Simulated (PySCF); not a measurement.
Li₃Te⁺: from structure and modes to constants

These are results of PySCF, PBE0, basis Te def2-TZVP with ECP28, Li def2-TZVP (scalar-relativistic core potentials, no spin–orbit coupling, density fitting), not measurements.

The singlet minimum has C3v symmetry. Masses (u): Te 129.90622, Li 7.01600.

```xyz
4
charge 1 multiplicity 1, angstrom
Te    0.0000    0.0000   -0.1164
Li    2.4011    0.0000    0.5973
Li   -1.2006    2.0795    0.5973
Li   -1.2006   -2.0794    0.5973
```

Harmonic wavenumbers (cm⁻¹): 48.6 (a1, ×1), 104.5 (e, ×2), 421.2 (a1, ×1), 424.0 (e, ×2).

Task: Find the principal moments of inertia and the rotational constants. What kind of rotor is it?

Result: About the centre of mass I = 69.903, 69.903, 121.35 u Å². With B = 16.8576/I this gives 0.2412, 0.2412, 0.1389 cm⁻¹. The molecule is an oblate symmetric top.

Task: What is the harmonic zero-point energy?

Result: Half the sum of all 6 wavenumbers, 1527/2 = 764 cm⁻¹, which is 9.1 kJ/mol (1 cm⁻¹ = 0.0119627 kJ/mol).

Task: Find the vibrational entropy and heat capacity at 298.15 K.

Result: With u = 1.43878 ω/T, each mode gives S = R[u/(eᵘ−1) − ln(1−e⁻ᵘ)] and C = R u² eᵘ/(eᵘ−1)².
```json
{"ω (cm⁻¹)": "48.6", "u": "0.235", "S (J/(mol K))": "20.39", "C (J/(mol K))": "8.28"}
{"ω (cm⁻¹)": "104.5 (×2)", "u": "0.505", "S (J/(mol K))": "14.09", "C (J/(mol K))": "8.14"}
{"ω (cm⁻¹)": "421.2", "u": "2.033", "S (J/(mol K))": "3.71", "C (J/(mol K))": "5.96"}
{"ω (cm⁻¹)": "424.0 (×2)", "u": "2.046", "S (J/(mol K))": "3.67", "C (J/(mol K))": "5.93"}
```
The sums over all modes are S = 59.6 and C = 42.4 J/(mol K); the softest mode gives 34 % of the entropy (each member, where degenerate).

Task: Give the standard entropy (298.15 K, 1 bar) by its translational, rotational, vibrational and spin parts, and Cp.

Result: Sackur–Tetrode with M = 150.95 u gives 171.4; rotation with symmetry number 3 gives 94.6; vibration 59.6; spin R ln 1 = 0.0. The total is 325.7 J/(mol K), and Cp = 4 R + 42.4 = 75.6 J/(mol K).

Other isomers or separated fragments may lie lower.
